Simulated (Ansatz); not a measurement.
Isomers of Rb₃H₃⁻ (doublet), relaxed with PBE0-D4/def2-TZVPD; total energies from Ansatz at CCSD(T)/def2-TZVPD.

```csv
isomer,description,energy (Eh)
A,point group not assigned; 6 × H–Rb 2.59 to 2.87 Å,-73.41056
B,point group Cs; 2 × Rb–Rb 4.53 to 4.91 Å; 2 × H–Rb 2.66 Å,-73.40291
C,point group C3v; 6 × H–Rb 2.65 to 2.66 Å,-73.40466
```

In the def2 sets Rb takes a core potential; there is no spin–orbit coupling. Correlated methods freeze no core orbitals; core or outer-core shells of Rb are correlated, in sets that lack core-valence functions.

C: The highest occupied level of the charge -1 doublet lies above zero (up to 0.10 eV). The electron is either unbound and held by the finite basis, or the level is raised by self-interaction error.

The isomers come from a short search, and lower ones may exist.

Q: Work out the relative energies (1 Eh = 2625.5 kJ/mol) and the Boltzmann populations at 1200 K from electronic energies alone (R = 8.314 J/mol/K).

A: ΔE: A 0.0, B 20.1, C 15.5 kJ/mol. RT = 9.98 kJ/mol. Factors exp(−ΔE/RT): A 1, B 0.133, C 0.212; sum 1.345. Populations: A 74.3 %, B 9.9 %, C 15.8 %. Zero-point energy, vibrational entropy and symmetry numbers are left out and can shift these; an error of 4 kJ/mol changes a ratio by a factor of 1.5. Over the other density-functional and correlated levels in def2 sets, the gap between A and C ranges from 5 to 7 kJ/mol.
